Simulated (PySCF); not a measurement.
Radial density of Ga²⁺ (gallium, charge +2)

UHF, [Ar] 3d10 4s1, 2S determinant. Calculation: PySCF 2.14, in def2-TZVP (6s5p4d1f, 48 functions); the non-relativistic Hamiltonian (point nucleus).

```json
{"r (bohr)": "0.000686", "4πr²ρ (e/bohr)": "0.1155", "4πr²(ρα − ρβ)": "0.0001"}
{"r (bohr)": "0.00115", "4πr²ρ (e/bohr)": "0.3183", "4πr²(ρα − ρβ)": "0.0002"}
{"r (bohr)": "0.00194", "4πr²ρ (e/bohr)": "0.8558", "4πr²(ρα − ρβ)": "0.0004"}
{"r (bohr)": "0.00327", "4πr²ρ (e/bohr)": "2.233", "4πr²(ρα − ρβ)": "0.0011"}
{"r (bohr)": "0.00549", "4πr²ρ (e/bohr)": "5.500", "4πr²(ρα − ρβ)": "0.0028"}
{"r (bohr)": "0.00924", "4πr²ρ (e/bohr)": "12.35", "4πr²(ρα − ρβ)": "0.0061"}
{"r (bohr)": "0.0155", "4πr²ρ (e/bohr)": "23.71", "4πr²(ρα − ρβ)": "0.0110"}
{"r (bohr)": "0.0261", "4πr²ρ (e/bohr)": "35.26", "4πr²(ρα − ρβ)": "0.0135"}
{"r (bohr)": "0.0440", "4πr²ρ (e/bohr)": "36.15", "4πr²(ρα − ρβ)": "0.0055"}
{"r (bohr)": "0.0740", "4πr²ρ (e/bohr)": "30.16", "4πr²(ρα − ρβ)": "-0.0006"}
{"r (bohr)": "0.124", "4πr²ρ (e/bohr)": "40.30", "4πr²(ρα − ρβ)": "0.0278"}
{"r (bohr)": "0.209", "4πr²ρ (e/bohr)": "36.91", "4πr²(ρα − ρβ)": "0.0025"}
{"r (bohr)": "0.352", "4πr²ρ (e/bohr)": "20.99", "4πr²(ρα − ρβ)": "-0.0051"}
{"r (bohr)": "0.592", "4πr²ρ (e/bohr)": "26.47", "4πr²(ρα − ρβ)": "0.0262"}
{"r (bohr)": "0.996", "4πr²ρ (e/bohr)": "10.74", "4πr²(ρα − ρβ)": "0.0633"}
{"r (bohr)": "1.67", "4πr²ρ (e/bohr)": "1.759", "4πr²(ρα − ρβ)": "0.5750"}
{"r (bohr)": "2.82", "4πr²ρ (e/bohr)": "0.3268", "4πr²(ρα − ρβ)": "0.2937"}
{"r (bohr)": "4.74", "4πr²ρ (e/bohr)": "0.01150", "4πr²(ρα − ρβ)": "0.0112"}
{"r (bohr)": "7.97", "4πr²ρ (e/bohr)": "3.667e-05", "4πr²(ρα − ρβ)": "0.0000"}
```

(1) Where is the radial spin density 4πr²(ρα − ρβ) most negative, and why is it negative at all?

## Answers

(1) Around r = 0.352 bohr, down to -0.0051 e/bohr: exchange with the open shell polarises the paired shells in an unrestricted calculation.
